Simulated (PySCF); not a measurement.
**Orbital picture of KS**

PBE0 at R = 2.832 Å; PySCF, spin-free X2C with a Gaussian nucleus, basis sets K x2c-TZVPall, S x2c-TZVPall. State: ²Π (doublet), unpaired electrons π ↑. Only the outer orbitals are listed, counted within each symmetry.

```
spin  orbital  occ.  ε (eV)  on K (%)  main shells (%)
   α       7σ     1  -38.86       100          100 K s
   α       3π     1  -21.03       100          100 K p
   α       3π     1  -21.00       100          100 K p
   α       8σ     1  -20.92        98           98 K p
   α       9σ     1  -16.20         3           97 S s
   α       4π     1   -6.17         3           97 S p
   α      10σ     1   -5.16         8           92 S p
   α       4π     1   -4.88         5           95 S p
   α      11σ     0   -1.37        98   81 K s, 16 K p
   α       5π     0    0.36       100    90 K p, 9 K d
   α       5π     0    0.41        99   88 K p, 11 K d
   β       7σ     1  -38.86       100          100 K s
   β       3π     1  -21.03       100          100 K p
   β       3π     1  -21.01       100          100 K p
   β       8σ     1  -20.91        99           99 K p
   β       9σ     1  -14.84         3           97 S s
   β      10σ     1   -4.79         9           90 S p
   β       4π     1   -4.52         6           94 S p
   β       4π     0   -1.81        13           87 S p
   β      11σ     0   -1.39        97   78 K s, 18 K p
   β       5π     0    0.37        99   87 K p, 12 K d
```

**Question.** Which are the highest filled and the lowest empty level, where do they sit, and how wide is the gap?

**Answer.** Highest filled β 4π at -4.52 eV (in %: 94 S p); lowest empty β 4π at -1.81 eV (in %: 87 S p); the gap at PBE0 is 2.71 eV. Both belong to one degenerate shell, split only by its one-sided filling, so this is no excitation gap.

```
bond order (Mayer)                             : 0.65
⟨S²⟩                                           : 0.755
charge on K (Mulliken, basis-dependent)        : 0.65
charge on K (Löwdin, basis-dependent)          : 0.36
dipole moment (positive dipole means K(−)S(+)) : -10.03 D
polarisability along the bond                  : 67.1 bohr³
polarisability across the bond                 : 37.0 bohr³
```

The state is the lowest determinant that a PBE0 search found; another state may lie lower at other levels.
